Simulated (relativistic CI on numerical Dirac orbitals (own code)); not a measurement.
## Line list: Electric-dipole lines, Ir71+

Calculated at this level of theory: Dirac-Coulomb-Breit CI, orbitals from a KLI potential per configuration, QED by a radiative potential, unscaled Slater integrals (own radial code, finite nucleus).

Configurations in the expansion (outside the closed core 1s2): 2s2 2p2, 2s 2p3, 2p4, 2p3 3s, 2p3 3p, 2s2 2p 3s, 2p3 3d, 2s2 2p 3p, 2s2 2p 3d, 2s 2p2 3s, 2s 2p2 3p, 2s 2p2 3d, 2s2 2p 4s, 2s2 2p 4p, 2s2 2p 4d, 2s2 2p 4f, 2s2 3s2, 2s 2p2 4s, 2s2 3s 3p, 2s 2p2 4p, 2s2 3s 3d, 2s2 2p 5s, 2s 2p2 4d, 2s2 3p2, 2s 2p2 4f, 2s2 2p 5p, 2s2 2p 5d, 2s2 2p 5f, 2s2 2p 5g, 2s2 3p 3d, 2s 2p 3s2, 2s2 3d2, 2s 2p 3s 3p, 2s 2p 3s 3d, 2s 2p 3p2, 2s 2p 3p 3d. Levels of other configurations are missing.

```
λ vac (nm)                 Lower                  Upper   A (s⁻¹)  log gf  S velocity/length
   0.10183      2s2 2p2 1D_2 [3]   2s2 2p 3d 3F°_3 [68]  1.74e+15    0.28               1.00
   0.10204      2s2 2p2 3P_0 [1]   2s2 2p 3d 3D°_1 [32]  2.31e+15    0.03               1.00
   0.10213      2s 2p3 3D°_3 [9]   2s 2p2 3d 3F_4 [182]  1.81e+15    0.41               1.00
   0.10223      2s 2p3 3P°_2 [4]    2s 2p2 3d 3D_2 [94]  1.91e+15    0.17               0.99
   0.10230      2s 2p3 3P°_2 [4]    2s 2p2 3d 3D_3 [92]  1.84e+15    0.31               1.00
   0.11682     2s 2p3 3P°_2 [16]   2s 2p2 3d 3D_3 [213]  2.01e+15    0.46               0.99
   0.11709      2s2 2p2 3P_2 [6]   2s2 2p 3d 3D°_3 [78]  2.92e+15    0.62               1.00
   0.11732      2s2 2p2 3P_1 [2]   2s2 2p 3d 3P°_2 [33]  1.62e+15    0.22               1.00
   0.11747      2s2 2p2 1D_2 [3]   2s2 2p 3d 3F°_3 [34]  1.80e+15    0.42               1.00
   0.11748     2s 2p3 1P°_1 [17]   2s 2p2 3d 1D_2 [219]  2.78e+15    0.46               0.99
   0.11750      2s 2p3 5S°_2 [8]   2s 2p2 3d 3F_3 [106]  2.40e+15    0.54               1.00
   0.11756      2s 2p3 3D°_3 [9]   2s 2p2 3d 3F_4 [111]  2.32e+15    0.64               1.00
   0.11761      2s 2p3 3D°_3 [9]   2s 2p2 3d 3D_3 [110]  1.39e+15    0.30               0.99
   0.11763      2s 2p3 3P°_2 [4]    2s 2p2 3d 3D_3 [39]  1.80e+15    0.42               1.00
   0.11772     2s 2p3 3S°_1 [11]   2s 2p2 3d 3P_2 [117]  2.24e+15    0.37               1.00
   0.11781     2s 2p3 1D°_2 [12]   2s 2p2 3d 1F_3 [118]  2.56e+15    0.57               1.00
   0.11811         2p4 3P_2 [14]     2p3 3d 3D°_3 [131]  2.93e+15    0.63               1.00
   0.11848      2s 2p3 1P°_1 [5]    2s 2p2 3d 3F_2 [40]  1.61e+15    0.23               1.00
   0.35298  2s2 2p 3d 3F°_3 [34]   2s2 2p 4f 3G_4 [175]  3.77e+14    0.80               1.00
   0.35316   2s 2p2 3d 3D_3 [39]  2s 2p2 4f 3F°_4 [209]  3.77e+14    0.80               1.00
```

Terms are leading LS components. Brackets give the number of a level in order of energy, since labels repeat. The list gives strong lines, with weight on those to low levels, among the lowest 400 of 791 levels, so that lines to higher ones, which can be the strongest, are missing. Levels whose partners in the same complex of configurations lie outside the list can be far off, and so can their lines. Rates are taken at the computed energies, electric ones in the length gauge. A velocity-to-length ratio far from 1 marks an uncertain rate.

At this charge energies of transitions that change n are usually good to better than 1 %, and those within a shell (Δn = 0) to a few per cent.

LS names give the leading component of a level, which can be under half, so a name can repeat, a term be missing and a line seem to break the LS rules.
